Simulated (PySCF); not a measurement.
Isomers of CH7GeN, mass 106.979 u with the commonest isotopes. Theory: PySCF, PBE0-D3(BJ)/def2-SVP geometry optimisation, gas phase. One conformer each, none proved a minimum here; rigid rotors.

Task: Order these by rotational constant A, largest first.
A. `[NH2:1][CH2:2][GeH3:3]` with H–N1–C2–Ge3 -175° and 67°
B. `[CH3:1][GeH2:2][NH2:3]` with C1–Ge2–N3–H 64° and -172°
C. `[NH]([GeH3])C`

Result: C (27461 MHz), A (24229 MHz), B (12993 MHz).

Task: Order these by rotational constant B, largest first.
A. `[NH2:1][CH2:2][GeH3:3]` with H–N1–C2–Ge3 -175° and 67°
B. `[CH3:1][GeH2:2][NH2:3]` with C1–Ge2–N3–H 64° and -172°
C. `C[NH][GeH3]`

Result: B (5920 MHz), C (3743 MHz), A (3637 MHz).

Task: Order these by rotational constant C, smallest first.
A. `[CH3:1][GeH2:2][NH2:3]` with C1–Ge2–N3–H 64° and -172°
B. `[NH2:1][CH2:2][GeH3:3]` with H–N1–C2–Ge3 -175° and 67°
C. `C[NH][GeH3]`

Result: B (3392 MHz), C (3525 MHz), A (4456 MHz).

```tsv
SMILES	point group	Ia (u·Å²)	Ib (u·Å²)	Ic (u·Å²)	κ	μa (D)	μb (D)	μc (D)
N[CH2][GeH3]	–	20.86	138.96	148.97	-0.98	1.23	0.79	0.93
C[NH][GeH3]	–	18.40	135.03	143.36	-0.98	0.54	0.19	0.67
[CH3][GeH2][NH2]	–	38.90	85.37	113.41	-0.66	0.22	0.17	0.89
```
